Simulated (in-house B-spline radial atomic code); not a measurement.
**LDA exchange-only excitations of the carbon ion C²⁺**

Method: LDA exchange-only. Computed with a B-spline radial code for spherical atoms: linear response of the closed shell [He] 2s2 with the functional's adiabatic kernel; scalar-relativistic (spin-free one-electron X2C), finite nucleus, no spin-orbit coupling, no double excitations, S, P, D and F terms only.

Command:
```bash
python run_td.py task.json out
```
Settings (radii: box in bohr, nucleus in fm):
```
Z                        6
electrons                4
configuration            [He] 2s2
hamiltonian              x2c
method                   lda,
box_radius               29.48
rms_radius               2.4702
intervals                75
```

Time taken, with all properties: 0.3 s on 1 thread of Arm Neoverse N1, on a shared host.

The lowest states, in the order of their Tamm-Dancoff energies; the method's threshold (minus the highest occupied level) is 38.72 eV. Labels give the largest channel, * marks a mixed state, and oscillator strengths are full-response dipole values. Semilocal kernels can invert the small singlet-triplet splittings of Rydberg terms. Energies in eV:

```tsv
state	full response	Tamm-Dancoff	oscillator strength
2s → 2p 3P	4.297	5.293	-
2s → 2p 1P	11.874	12.679	0.736
2s → 3s 3S	26.789	26.809	-
2s → 3s 1S	28.020	28.044	-
2s → 3p 3P	28.825	28.846	-
2s → 3p 1P	29.308	29.320	0.191
2s → 3d 3D	?	?	-
2s → 3d 1D	30.93	30.94	-
2s → 4s 3S	?	?	-
2s → 4s 1S	33.69	33.70	-
2s → 4p 3P	34.04	34.05	-
2s → 4p 1P	34.17	34.17	0.0544
2s → 4d 3D	34.59	34.60	-
2s → 4d 1D	34.76	34.77	-
```

Task: Where does 2s → 4s 3S lie?

Result: At 33.38 eV in full response, 33.39 eV in Tamm-Dancoff.

Task: Where does 2s → 3d 3D lie?

Result: At 30.30 eV in full response, 30.33 eV in Tamm-Dancoff.

Task: How large is the singlet-triplet splitting of 2s → 2p (P terms) in Tamm-Dancoff?

Result: 7.39 eV, from the unrounded values.

Task: What polarisabilities and dispersion coefficient does the method give?

Result: Dipole 4.255 bohr³, quadrupole 5.711 bohr⁵, C6 6.571 hartree·bohr⁶ for two such species.
